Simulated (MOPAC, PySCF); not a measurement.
H9BSi3, SMILES `[SiH3]B([SiH3])[SiH3]`, neutral singlet in the gas phase. 

Z-matrix (Å, degrees):
```
B
Si 1 2.0007
H 2 1.4842 1 114.52
H 2 1.4843 3 108.63 1 128.69
H 2 1.4918 3 107.98 4 116.76
Si 1 2.0009 2 119.62 3 153.95
H 6 1.4840 1 113.97 2 147.56
H 6 1.4843 7 108.53 1 128.24
H 6 1.4912 7 108.03 8 116.58
Si 1 2.0018 2 118.70 3 -22.99
H 10 1.4838 1 115.14 2 -158.14
H 10 1.4854 11 108.48 1 -127.25
H 10 1.4912 11 108.13 12 -116.50
```
Charge 0, multiplicity 1.

All levels are single points at this geometry (B3LYP-D3(BJ)/def2-TZVP); Pople sets use spherical d functions. Orbital energies aren't observables, and empty levels follow the basis.

PM6 in MOPAC gives dipole (D) = 0.08.

### Question
Estimate the dipole (D) from each of these levels: B3LYP-D3(BJ)/def2-TZVP in PySCF; B3LYP/3-21G in PySCF; B3LYP/LANL2DZ in PySCF; M06-2X/6-31G* in PySCF; AM1 in MOPAC.

### Answer

```json
[
 {"level": "B3LYP-D3(BJ)/def2-TZVP in PySCF", "dipole (D)": "0.10"},
 {"level": "B3LYP/3-21G in PySCF", "dipole (D)": "0.04"},
 {"level": "B3LYP/LANL2DZ in PySCF", "dipole (D)": "0.02"},
 {"level": "M06-2X/6-31G* in PySCF", "dipole (D)": "0.09"},
 {"level": "AM1 in MOPAC", "dipole (D)": "0.05"}
]
```
